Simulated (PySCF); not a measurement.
PySCF input file for Bi(F)2(Et) (C₂H₅BiF₂), SMILES C[CH2][Bi]([F])[F], TDA-PBE/def2-SVPD. Geometry: PBE0-D3(BJ)/def2-SVP. The structure was generated by enumeration; whether it is a known compound was not checked. The def2 effective core potentials stand for the cores of Bi; spin–orbit coupling is left out. One conformer was computed; it need not be the lowest.

```python
import numpy as np
from pyscf import gto, scf, dft, tdscf

mol = gto.M(
    atom='''
    Bi    0.44941482    0.18419239    0.00000000
    F     0.05113281   -1.12553969   -1.51040969
    F     0.05113282   -1.12553970    1.51040969
    C    -1.69609739    0.90456255    0.00000000
    C    -2.63334883   -0.28924992    0.00000000
    H    -1.81741568    1.54302053    0.89104090
    H    -1.81741568    1.54302054   -0.89104089
    H    -2.46086269   -0.91759976   -0.88631181
    H    -2.46086269   -0.91759976    0.88631181
    H    -3.68858677    0.02902909    0.00000000
    ''',
    basis='def2-SVPD',
    ecp={'Bi': 'def2-svp'},
    charge=0,
    spin=0,
    symmetry=True,
    max_memory=1600,
    verbose=4,
)
mf = dft.RKS(mol, xc='pbe').density_fit(auxbasis='def2-universal-jkfit')
mf.grids.level = 3
mf.conv_tol = 1e-9
mf.max_cycle = 100
mf.kernel()
mf.grids = dft.Grids(mol).set(level=1).build(with_non0tab=True)  # coarser grid for the response kernel
td = tdscf.TDA(mf)
td.singlet = True
td.nstates = 10
td.conv_tol = 1e-4
td.positive_eig_threshold = 1e-6
td.kernel(x0=td.get_init_guess(mf, 15))
td.analyze()
tt = tdscf.TDA(mf)
tt.singlet = False
tt.nstates = 4
tt.conv_tol = 1e-4
tt.positive_eig_threshold = 1e-6
tt.kernel(x0=tt.get_init_guess(mf, 9))
tt.analyze(verbose=3)
```

Log of the run:

```
PySCF version 2.14.0

[INPUT] verbose = 4
[INPUT] num. atoms = 10
[INPUT] num. electrons = 58
[INPUT] charge = 0
[INPUT] spin (= nelec alpha-beta = 2S) = 0
[INPUT] symmetry True subgroup None
[INPUT] Mole.unit = angstrom
[INPUT] Symbol           X                Y                Z      unit          X                Y                Z       unit  Magmom
[INPUT]  1 Bi     0.449414820000   0.184192390000   0.000000000000 AA    0.849270926121   0.348073171329   0.000000000000 Bohr   0.0
[INPUT]  2 F      0.051132810000  -1.125539690000  -1.510409690000 AA    0.096627006879  -2.126961756428  -2.854260649989 Bohr   0.0
[INPUT]  3 F      0.051132820000  -1.125539700000   1.510409690000 AA    0.096627025777  -2.126961775325   2.854260649989 Bohr   0.0
[INPUT]  4 C     -1.696097390000   0.904562550000   0.000000000000 AA   -3.205159547690   1.709375482038   0.000000000000 Bohr   0.0
[INPUT]  5 C     -2.633348830000  -0.289249920000   0.000000000000 AA   -4.976308079144  -0.546603130352   0.000000000000 Bohr   0.0
[INPUT]  6 H     -1.817415680000   1.543020530000   0.891040900000 AA   -3.434417889690   2.915886206281   1.683823266786 Bohr   0.0
[INPUT]  7 H     -1.817415680000   1.543020540000  -0.891040890000 AA   -3.434417889690   2.915886225178  -1.683823247889 Bohr   0.0
[INPUT]  8 H     -2.460862690000  -0.917599760000  -0.886311810000 AA   -4.650356514260  -1.734012238367  -1.674886581868 Bohr   0.0
[INPUT]  9 H     -2.460862690000  -0.917599760000   0.886311810000 AA   -4.650356514260  -1.734012238367   1.674886581868 Bohr   0.0
[INPUT] 10 H     -3.688586770000   0.029029090000   0.000000000000 AA   -6.970418781994   0.054857029745   0.000000000000 Bohr   0.0

nuclear repulsion = 283.532264150577
point group symmetry = Cs
symmetry origin: [-1.60146283e-09  4.48409586e-09  1.60146284e-10]
symmetry axis x: [1.00000000e+00 2.11509280e-09 1.84642425e-09]
symmetry axis y: [ 2.11509284e-09 -1.00000000e+00 -1.91842725e-08]
symmetry axis z: [-1.84642421e-09 -1.91842726e-08  1.00000000e+00]
num. orbitals of irrep A' = 95
num. orbitals of irrep A" = 63
number of shells = 66
number of NR pGTOs = 243
number of NR cGTOs = 158
basis = def2-SVPD
ecp = {'Bi': 'def2-svp'}


[settings echo left out]
init E= -466.091081413249
HOMO (A') = -0.682689804171541  LUMO (A') = -0.668024100136633  gap/eV = 0.39907
cycle= 1 E= -487.83073498171  delta_E= -21.7  |g|= 3.76  |ddm|= 16.1
HOMO (A') = -0.106492732052242  LUMO (A') = -0.0767991922763152  gap/eV = 0.80800
cycle= 2 E= -346.692306580427  delta_E=  141  |g|= 13.5  |ddm|=  180
HOMO (A') = -0.127629481069047  LUMO (A') = -0.0950717232113263  gap/eV = 0.88594
cycle= 3 E= -492.076016434849  delta_E= -145  |g|= 1.81  |ddm|=  180
HOMO (A") = -0.122526713178598  LUMO (A') = -0.0486782390005267  gap/eV = 2.00952
cycle= 4 E= -491.744978255971  delta_E= 0.331  |g|=  2.6  |ddm|= 4.59
HOMO (A') = -0.223655144469397  LUMO (A') = -0.0593054831003776  gap/eV = 4.47218
cycle= 5 E= -493.061336185489  delta_E= -1.32  |g|= 0.567  |ddm|= 2.33
HOMO (A') = -0.246984642475439  LUMO (A") = -0.0930311951635687  gap/eV = 4.18929
cycle= 6 E= -493.106626734332  delta_E= -0.0453  |g|= 0.295  |ddm|= 0.854
HOMO (A') = -0.235287211575312  LUMO (A") = -0.0860492855204598  gap/eV = 4.06097
cycle= 7 E= -493.127024085395  delta_E= -0.0204  |g|= 0.0424  |ddm|= 0.399
HOMO (A') = -0.236724668868632  LUMO (A") = -0.0859700015930969  gap/eV = 4.10224
cycle= 8 E= -493.127480398067  delta_E= -0.000456  |g|= 0.0117  |ddm|= 0.0683
HOMO (A') = -0.237098737491866  LUMO (A") = -0.0859317589907143  gap/eV = 4.11346
cycle= 9 E= -493.127509856568  delta_E= -2.95e-05  |g|= 0.005  |ddm|= 0.0191
HOMO (A') = -0.236774177400324  LUMO (A") = -0.0859815348395543  gap/eV = 4.10328
cycle= 10 E= -493.127515864892  delta_E= -6.01e-06  |g|= 0.00178  |ddm|= 0.0069
HOMO (A') = -0.236898555849653  LUMO (A") = -0.0860590556734415  gap/eV = 4.10455
cycle= 11 E= -493.127516619808  delta_E= -7.55e-07  |g|= 0.000305  |ddm|= 0.00231
HOMO (A') = -0.236876047706321  LUMO (A") = -0.0860312214040704  gap/eV = 4.10470
cycle= 12 E= -493.127516647793  delta_E= -2.8e-08  |g|= 2.56e-05  |ddm|= 0.000716
HOMO (A') = -0.236877714101336  LUMO (A") = -0.0860308997330108  gap/eV = 4.10475
cycle= 13 E= -493.127516647982  delta_E= -1.89e-10  |g|= 1.09e-05  |ddm|= 7.19e-05
HOMO (A') = -0.236877384418783  LUMO (A") = -0.0860313597127451  gap/eV = 4.10473
Extra cycle  E= -493.127516647868  delta_E= 1.14e-10  |g|= 2.59e-05  |ddm|= 4.24e-05
converged SCF energy = -493.127516647868
tot grids = 42080
Overwritten attributes  positive_eig_threshold  of <class 'pyscf.tdscf.rks.TDA'>


******** <class 'pyscf.tdscf.rks.TDA'> for <class 'pyscf.df.df_jk.DFSymAdaptedRKS'> ********
nstates = 10 singlet
deg_eia_thresh = 1.000e-03
wfnsym = None
conv_tol = 0.0001
eigh lindep = 1e-12
eigh level_shift = 0
eigh max_cycle = 100


Excitation energies (eV)
[4.30983639 4.4480835  6.04654358 6.0942618  6.29857951 6.34416482
 6.36147337 6.4112622  6.47527232 6.51301061]

** Singlet excitation energies and oscillator strengths **
Excited State   1:   A"      4.30984 eV    287.68 nm  f=0.0106
      29 -> 30        0.70340
Excited State   2:   A'      4.44808 eV    278.74 nm  f=0.0166
      29 -> 31        0.69745
Excited State   3:   A'      6.04654 eV    205.05 nm  f=0.0028
      28 -> 30       -0.68755
Excited State   4:   A"      6.09426 eV    203.44 nm  f=0.0010
      28 -> 31       -0.69696
Excited State   5:   A'      6.29858 eV    196.84 nm  f=0.0014
      26 -> 30       -0.63933
      27 -> 31        0.28803
Excited State   6:   A"      6.34416 eV    195.43 nm  f=0.0005
      24 -> 30       -0.23907
      25 -> 31       -0.10098
      26 -> 31       -0.43272
      27 -> 30       -0.48662
Excited State   7:   A'      6.36147 eV    194.90 nm  f=0.0385
      25 -> 30       -0.41808
      26 -> 30       -0.17867
      27 -> 31       -0.47979
      29 -> 32       -0.18679
Excited State   8:   A'      6.41126 eV    193.39 nm  f=0.0249
      25 -> 30        0.48265
      26 -> 30       -0.20984
      27 -> 31       -0.38294
      28 -> 30        0.13071
      29 -> 32        0.19277
Excited State   9:   A"      6.47527 eV    191.47 nm  f=0.0004
      24 -> 30       -0.22059
      25 -> 31       -0.64477
      26 -> 31        0.10155
      27 -> 30        0.13972
Excited State  10:   A'      6.51301 eV    190.36 nm  f=0.0130
      29 -> 33        0.70386

** Transition electric dipole moments (AU) **
state          X           Y           Z        Dip. S.      Osc.
  1        -0.0000      0.0000      0.3166      0.1003      0.0106
  2         0.1566     -0.3574      0.0000      0.1523      0.0166
  3        -0.1364      0.0171      0.0000      0.0189      0.0028
  4         0.0000     -0.0000     -0.0822      0.0068      0.0010
  5         0.0804     -0.0506     -0.0000      0.0090      0.0014
  6        -0.0000      0.0000     -0.0588      0.0035      0.0005
  7         0.4604      0.1870      0.0000      0.2469      0.0385
  8        -0.2797      0.2834      0.0000      0.1585      0.0249
  9        -0.0000     -0.0000      0.0496      0.0025      0.0004
 10         0.2245      0.1755     -0.0000      0.0812      0.0130

WARN: ECP detected. Skipping calculation of transition velocity and magnetic dipole moments, which have not yet been implemented.



******** <class 'pyscf.tdscf.rks.TDA'> for <class 'pyscf.df.df_jk.DFSymAdaptedRKS'> ********
nstates = 4 triplet
deg_eia_thresh = 1.000e-03
wfnsym = None
conv_tol = 0.0001
eigh lindep = 1e-12
eigh level_shift = 0
eigh max_cycle = 100


Excitation energies (eV)
[3.88378273 3.92528771 5.20376437 5.80701117]

** Triplet excitation energies and oscillator strengths **
Excited State   1:   A"      3.88378 eV    319.24 nm  f=0.0000
Excited State   2:   A'      3.92529 eV    315.86 nm  f=0.0000
Excited State   3:   A'      5.20376 eV    238.26 nm  f=0.0000
Excited State   4:   A"      5.80701 eV    213.51 nm  f=0.0000
```

The calculation finished and met its thresholds.

Cost: about 60 core-seconds (a rough figure).
